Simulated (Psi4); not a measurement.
Cl3Ga, singlet, at a GFN2-xTB geometry (such geometries of metal compounds can be far from the true shape); PBE0/def2-SVP (Psi4 1.11).

The Psi4 input:
```
memory 2 GB

molecule {
0 1
  Ga    0.00000000    0.00000000   -0.00000000
  Cl   -1.75999983   -1.10581726   -0.20820478
  Cl    0.10032532    1.95214694   -0.73677512
  Cl    1.65967451   -0.84632969    0.94497990
}

set basis def2-svp

energy('pbe0')
print_variables()
```

Output, abridged:

```
   => Loading Basis Set <=

    Name: DEF2-SVP
    Role: ORBITAL
    Keyword: BASIS

         ---------------------------------------------------------
                                   SCF
               by Justin Turney, Rob Parrish, Andy Simmonett
                          and Daniel G. A. Smith
                              RKS Reference
         ---------------------------------------------------------

  ==> Geometry <==

    Molecular point group: c2v
    Full point group: C1v

    Geometry (in Angstrom), charge = 0, multiplicity = 1:

       Center              X                  Y                   Z               Mass
    ------------   -----------------  -----------------  -----------------  -----------------
         GA           0.000000000000     0.000000000000     0.000000000940    68.925573500000
         CL           0.000000000000     0.000000000000    -2.088966355808    34.968852682000
         CL          -0.000000000000     1.809097931596     1.044483176978    34.968852682000
         CL           0.000000000000    -1.809097931596     1.044483176978    34.968852682000

  Running in c2v symmetry.

  Rotational constants: A =      0.07365  B =      0.07365  C =      0.03682 [cm^-1]
  Rotational constants: A =   2207.91152  B =   2207.91152  C =   1103.95576 [MHz]
  Nuclear repulsion =  527.301711579100925

  Charge       = 0
  Multiplicity = 1
  Electrons    = 82
  Nalpha       = 41
  Nbeta        = 41

  ==> Algorithm <==

  SCF Algorithm Type is DF.
  DIIS enabled.
  MOM disabled.
  Fractional occupation disabled.
  Guess Type is SAD.
  Energy threshold   = 1.00e-06
  Density threshold  = 1.00e-06
  Integral threshold = 1.00e-12

  ==> Primary Basis <==

  Basis Set: DEF2-SVP
    Blend: DEF2-SVP
    Number of shells: 36
    Number of basis functions: 86
    Number of Cartesian functions: 92
    Spherical Harmonics?: true
    Max angular momentum: 2

  ==> DFT Potential <==

   => LibXC <=

    Version 7.1.2
    S. Lehtola, C. Steigemann, M. J. T. Oliveira, and M. A. L. Marques,  SoftwareX 7, 1–5 (2018) (10.1016/j.softx.2017.11.002)

   => Composite Functional: PBE0 <=

    PBE0 Hyb-GGA Exchange-Correlation Functional

    C. Adamo and V. Barone,  J. Chem. Phys. 110, 6158 (1999) (10.1063/1.478522)
    M. Ernzerhof and G. E. Scuseria,  J. Chem. Phys. 110, 5029 (1999) (10.1063/1.478401)

    Deriv               =              1
    GGA                 =           TRUE
    Meta                =          FALSE

[...]
   @DF-RKS iter   5: -3304.23623114926022   -1.82035e-03   8.59996e-04 ADIIS/DIIS
   @DF-RKS iter   6: -3304.23727822932187   -1.04708e-03   1.74643e-04 ADIIS/DIIS
   @DF-RKS iter   7: -3304.23731089072635   -3.26614e-05   3.73581e-05 DIIS
   @DF-RKS iter   8: -3304.23731202059389   -1.12987e-06   7.10178e-06 DIIS
   @DF-RKS iter   9: -3304.23731204859178   -2.79979e-08   5.46342e-07 DIIS
  Energy and wave function converged.

  ==> Post-Iterations <==

   Electrons on quadrature grid:
      Ntotal   =   81.9999977387 ; deviation = -2.261e-06

    Orbital Energies [Eh]
    ---------------------

    Doubly Occupied:

[...]
    Virtual:

[...]
    Final Occupation by Irrep:
             A1    A2    B1    B2
    DOCC [    19,    3,    7,   12 ]
    NA   [    19,    3,    7,   12 ]
    NB   [    19,    3,    7,   12 ]

  @DF-RKS Final Energy: -3304.23731204859178

   => Energetics <=

    Nuclear Repulsion Energy =            527.3017115791009246
    One-Electron Energy =               -5640.6202196692574944
    Two-Electron Energy =                1929.2737036382045517
    DFT Exchange-Correlation Energy =    -120.1925075966395013
    Empirical Dispersion Energy =           0.0000000000000000
    VV10 Nonlocal Energy =                  0.0000000000000000
    Total Energy =                      -3304.2373120485917752

Computation Completed

Properties will be evaluated at   0.000000,   0.000000,   0.000000 [a0]

Properties computed using the SCF density matrix

 Multipole Moments:

 ------------------------------------------------------------------------------------
     Multipole            Electronic (a.u.)      Nuclear  (a.u.)        Total (a.u.)
 ------------------------------------------------------------------------------------

 L = 1.  Multiply by 2.5417464519 to convert [e a0] to [Debye]
 Dipole X            :          0.0000000           -0.0000000           -0.0000000
 Dipole Y            :          0.0000000            0.0000000            0.0000000
 Dipole Z            :          0.0000147           -0.0000000            0.0000146
 Magnitude           :                                                    0.0000146

 ------------------------------------------------------------------------------------

  Variable Map:
  ----------------------------------------------------------------------------
[...]
  Array Variable Map:
  ----------------------------------------------------------------------------
[...]
[...]
```
